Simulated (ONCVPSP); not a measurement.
**Which change was made? (Ge, ONCV)**

ONCVPSP 4.0.1 input, shortened (lines: element, Z, core and valence counts, functional; n l f; lmax; l rc ep ncon nbas qcut; lloc lpopt rc5 dvloc0; l nproj debl; icmod fcfact rcfact), PBE, scalar-relativistic:

```
  Ge 32.00    5    2        4      upf
    1    0    2.00
    2    0    2.00
    2    1    6.00
    3    0    2.00
    3    1    6.00
    3    2   10.00
    4    0    1.00
    3
    0    1.75    0.00    4    9    3.60
    1    1.85    0.13    4    8    5.10
    2    0.95    0.00    3    7   16.90
    3    1.45    0.34    4    8    7.70
    4    5    0.90    4.00
    0    3    2.20
    1    2    1.70
    2    2    1.50
    3    3    1.10
    3    5.25    1.45
```

In the p channel the program set the typed energies aside and used 0.050, 1.750 Ha. In the d channel the program set the typed energies aside and used -2.319, 0.250 Ha.

Cutoffs, loose and tight: the cutoffs (Ha) at which the residual kinetic energy of the hardest occupied pseudo-wave falls to 1 and 0.1 mHa per electron. They do not see the model core or the augmentation charge, which bear on the density cutoff. Test errors are all-electron minus pseudo excitation energies from the reference, over the configurations 3d10 4s2 4p2; 3d10 4s2 4p1; 3d10 4s2; 3d10 4s0; variants that change the core or the reference have their own tests.

The base gives: outcome: generated, projector energies reset by the program; cutoff, loose: 111 Ha; cutoff, tight: 124 Ha; bound ghosts: f; GHOST(+) flags above zero: s, p; largest test error (meV): +168.

After one change the result is: outcome: generated, projector energies reset by the program; cutoff, loose: 111 Ha; cutoff, tight: 124 Ha; bound ghosts: f7/2, f5/2; GHOST(+) flags above zero: s, p3/2, p1/2; largest test error (meV): +144. Which change was it?
A. d: rc 0.68; local potential polynomial inside 0.68 bohr (lpopt 5, dvloc0 4 Ha)
B. d: ncon 5, nbas 9
C. core [Ar] 3d10, valence charge 4; reference 4s2 4p2; waves now 4s: rc 1.30 bohr, ncon 3, nbas 6, qcut 6.5 1/bohr, 2 projectors, debl 1.6 Ha; 4p: rc 1.90 bohr, ncon 4, nbas 7, qcut 4.3 1/bohr, 2 projectors, debl 1.7 Ha; d scattering state at 0.02 Ha: rc 1.80 bohr, ncon 5, nbas 8, qcut 5.7 1/bohr, 2 projectors, debl 2.4 Ha; local potential polynomial inside 1.10 bohr (lpopt 5, dvloc0 1 Ha)
D. fully relativistic

D. The others give: core [Ar] 3d10, valence charge 4; reference 4s2 4p2; waves now 4s: rc 1.30 bohr, ncon 3, nbas 6, qcut 6.5 1/bohr, 2 projectors, debl 1.6 Ha; 4p: rc 1.90 bohr, ncon 4, nbas 7, qcut 4.3 1/bohr, 2 projectors, debl 1.7 Ha; d scattering state at 0.02 Ha: rc 1.80 bohr, ncon 5, nbas 8, qcut 5.7 1/bohr, 2 projectors, debl 2.4 Ha; local potential polynomial inside 1.10 bohr (lpopt 5, dvloc0 1 Ha) → outcome: generated; cutoff, loose: 18 Ha; cutoff, tight: 67 Ha; bound ghosts: s, d; GHOST(+) flags above zero: p; largest test error (meV): -522 | d: rc 0.68; local potential polynomial inside 0.68 bohr (lpopt 5, dvloc0 4 Ha) → outcome: generated, projector energies reset by the program; cutoff, loose: 152 Ha; cutoff, tight: 507 Ha; bound ghosts: s, f; GHOST(+) flags above zero: p; largest test error (meV): +109 | d: ncon 5, nbas 9 → outcome: generated, projector energies reset by the program; cutoff, loose: 121 Ha; cutoff, tight: 135 Ha; bound ghosts: f; GHOST(+) flags above zero: s, p; largest test error (meV): +111.
